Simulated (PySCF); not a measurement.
Ti(Cl)2(O) anion (Cl2OTi), SMILES [O]=[Ti]([Cl])[Cl] (connectivity only; charge and spin as stated), charge -1, multiplicity 2.

Geometry: r2SCAN-D4/def2-SVPD. The spin state was assumed, not searched. The isomer is the one that the SMILES or the coordinates give; other isomers of the formula were not compared.

Two levels are set side by side: PBE/def2-TZVPD (PySCF) and PBE0/def2-TZVPD (PySCF). Same geometry, gas phase. Differences are taken from unrounded values.

| quantity | PBE0 |
|---|---|
| α-spin orbital gap (eV) | 4.25 |
| β-spin orbital gap (eV) | 6.71 |
| mean polarisability (bohr³) | 78.5 |

What does PBE give, and how far is it from PBE0? (Estimate from the structure and the level; the computed values follow.)


| quantity | PBE | PBE minus PBE0 |
|---|---|---|
| α-spin orbital gap (eV) | 1.11 | -3.14 |
| β-spin orbital gap (eV) | 4.44 | -2.27 |
| mean polarisability (bohr³) | 93.1 | 14.6 |

Loosely held outer electrons make PBE densities more polarisable. Differences between two approximate levels are no errors against the true value.

Rough cost on one machine, each run with all the roots and properties that it gave: PBE0 against PBE within a factor of 2.
